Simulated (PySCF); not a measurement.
Compound: C₅H₅F₃.
SMILES with atom numbers: `[F:1][C:2]([F:3])([F:4])[C@:5]12[CH2:6][C@H:7]1[CH2:8]2` (hydrogens: H9, H10 on C6; H11 on C7; H12, H13 on C8)

Cartesian coordinates in Å at the GFN2-xTB level; atoms count from 1:
```
atom  x, y, z in Å
F1     0.6803    2.2465    0.3733
C2     1.1733    0.9948    0.3931
F3     2.3266    1.0407   -0.3030
F4     1.5210    0.7388    1.6675
C5     0.2202    0.0049   -0.1415
C6    -0.9396    0.1539   -1.0831
C7    -1.1509   -0.4005    0.2881
C8    -0.0569   -1.4173    0.2521
H9    -0.9847   -0.5115   -1.9368
H10   -1.2987    1.1553   -1.2821
H11   -1.7814   -0.0756    1.0872
H12   -0.0558   -2.1672   -0.5298
H13    0.3422   -1.7623    1.1972
```

Computed, not measured: TDDFT PBE0/def2-SVPD, vertical, gas phase, core orbitals frozen in the response in PySCF 2.14.0, density-fitted response routines.

Question: List the vertical singlet excitations with oscillator strengths and describe the spectrum.

Answer: 

```csv
state,E (eV),ν̃ (cm⁻¹),f,symmetry,"main configurations (H = HOMO, L = LUMO)"
S1,7.61,61340,0.013,A′,H→L (98%)
S2,7.94,64040,0.089,A′,H→L+1 (93%)
S3,8.04,64830,0.0022,A″,H→L+2 (97%)
S4,8.30,66920,0.099,A′,H→L+3 (84%)
S5,8.47,68320,0.026,A′,H→L+4 (90%)
S6,9.02,72720,0.0000,–,"H→L+6 (82%), H→L+8 (14%)"
```

Triplets (Tamm–Dancoff): T1 6.60 eV, H→L+3 (73%), H→L+1 (21%); T2 7.48 eV, H→L (96%).

The lowest singlet lies at 7.61 eV (163 nm, vacuum ultraviolet) and is weak; its leading configuration is HOMO→LUMO (98%). The strongest level in the table is S4 at 8.30 eV (149 nm, f = 0.099). Löwdin shares by element: HOMO carbon 78% or more (atoms not listed hold the other 22%); LUMO carbon 42% or more, hydrogen 8% or more (atoms not listed hold the other 50%). The oscillator strengths of these states sum to 0.230; summed over the whole spectrum of an exact calculation they would give the number of electrons, 62 (Thomas–Reiche–Kuhn). Orbital energies (eV): HOMO-3 -10.94, HOMO-2 -10.08, HOMO-1 -9.69, HOMO -7.97, LUMO 0.81, LUMO+1 1.16, LUMO+2 1.27. Of the 6 states listed, 4 reach f = 0.01 and 1 stays under 0.0005. Symmetry labels in Cs follow from the direction of the transition dipole and are given only for states with f of 0.002 or more. Singlets were solved by full linear response, triplets in the Tamm–Dancoff approximation.

Time: 51 s; peak memory 0.83 GiB. Hardware: an Arm Neoverse N1 with one thread, shared host with 64 logical CPUs at a one-minute load of 40.
